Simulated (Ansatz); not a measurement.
Ideal-gas functions of `O=[CH][GeH2][Cl]` at 400 K and 1 bar, from an Ansatz frequency run at PBE0-D4/def2-TZVP.

Molar mass 139.1 g/mol, point group Cs (symmetry number 1), electronic degeneracy 1, moments of inertia 55.624, 261.46, 310.559 u Å². Harmonic wavenumbers (cm⁻¹, unscaled): 45, 96, 302, 406, 426, 611, 611, 745, 852, 887, 1359, 1803, 2168, 2181, 2869.

Use S(trans) = R[1.5 ln M + 2.5 ln T − 1.1517]; rotational temperatures θ = 24.2544 K / I; S(rot) = R[ln(√π/σ · √(T³/θAθBθC)) + 1.5]; for each mode x = 1.438777 ν̃/T, S = R[x/(eˣ − 1) − ln(1 − e⁻ˣ)] and H = RT x/(eˣ − 1); 1 cm⁻¹ = 0.0119627 kJ/mol; R = 8.31446 J/(mol·K).

Question: By hand: the entropy, in J/(mol·K).

Answer: Translation 176.5. Rotation: θ = 0.436, 0.0928, 0.0781 K, giving 115.9. Vibration, mode by mode: 23.46, 17.20, 8.02, 5.87, 5.53, 3.26, 3.26, 2.23, 1.64, 1.49, 0.37, 0.10, 0.03, 0.03, 0.00, in all 72.5. Electronic 0.0. Sum 364.9 J/(mol·K).

Question: By hand: H − E and G − E in kJ/mol, counted from the electronic energy.

Answer: Zero-point energy ½ × 15361 × 0.0119627 = 91.9; thermal vibration 14.2; translation, rotation and pV give 4 RT = 13.3. H − E = 119.4 kJ/mol, and G − E = 119.4 − 400 × 364.9/1000 = -26.6 kJ/mol.

Vibration gives 20 % of the entropy, 40.7 J/(mol·K) of it from the modes under 150 cm⁻¹: soft modes count most, and the harmonic formula is weakest for them. The sum counts one conformer and one mirror image; others add a mixing term.
